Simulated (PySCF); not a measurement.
Si(F)(Cl)2(OMe) (CH3Cl2FOSi), SMILES CO[Si](F)(Cl)Cl. Atoms are numbered in the order given.

```xyz
9

C     -2.3114    -0.1282    -1.2266
O     -0.9710     0.3327    -1.1516
Si     0.1800    -0.1495    -0.1091
F      0.6602    -1.6527    -0.4364
Cl     1.7778     1.0953    -0.2969
Cl    -0.5316    -0.1658     1.8141
H     -2.7985    -0.1006    -0.2375
H     -2.3525    -1.1588    -1.6167
H     -2.8602     0.5326    -1.9122
```

Coordinates come from a B3LYP-D3(BJ)/def2-SVP optimisation. Other conformers were not sampled.

These are HF/def2-TZVP (PySCF) values and carry that method's errors.

The molecule is in vacuum.

```json
{
  "total_energy": "-1422.20532 hartree",
  "highest_occupied_level": "-12.92 eV",
  "lowest_empty_level": "3.81 eV",
  "orbital_gap": "16.73 eV",
  "dipole_moment": "2.18 D",
  "quadrupole, principal values (traceless, Buckingham form, about the centre of nuclear charge)": "-5.32, -3.18, 8.50 D·Å",
  "mean_static_polarisability": "54.9 bohr³ (8.13 Å³)",
  "polarisability_principal_values": "46.6, 55.8, 62.3 bohr³"
}
```
